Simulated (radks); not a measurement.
Polarisability of the bismuth ion Bi5+, [Xe] 4f14 5d10, at imaginary frequency. Calculated with a radial shooting solver on a logarithmic mesh with Libxc functionals: scalar-relativistic Kohn-Sham, LDA (Slater exchange, Perdew-Wang correlation), spin-polarised, spherical densities, finite nucleus; Fermi nuclear charge, rms radius 5.5211 fm. Response by self-consistent Sternheimer equations with the Hartree and adiabatic LDA kernel, the relativistic mass of each level held fixed and spin-orbit coupling left out.

w (hartree)  alpha1(iw) (bohr^3)  alpha2(iw) (bohr^5)
0.00266                    2.907                7.131
0.0143                     2.907                7.130
0.0360                     2.906                7.122
0.0697                     2.903                7.095
0.118                      2.896                7.030
0.186                      2.879                6.889
0.280                      2.844                6.621
0.413                      2.775                6.170
0.605                      2.645                5.511
0.892                      2.411                4.694
1.35                       2.027                3.796
2.12                       1.483                2.820
3.59                      0.8616                1.745
6.94                      0.3567               0.7423
17.5                     0.09163               0.1577

Static values: alpha1 = 2.907 bohr^3 (0.4308 angstrom^3; uncoupled 4.568), alpha2 = 7.131 bohr^5, alpha3 = 20.21 bohr^7. C6 = 14.05, C8 = 144.9, triple-dipole C9 = 29.05 atomic units. One-pole (London) frequency 4 C6 / (3 alpha1^2) = 2.216 hartree, against 2.974 for minus the highest occupied eigenvalue.
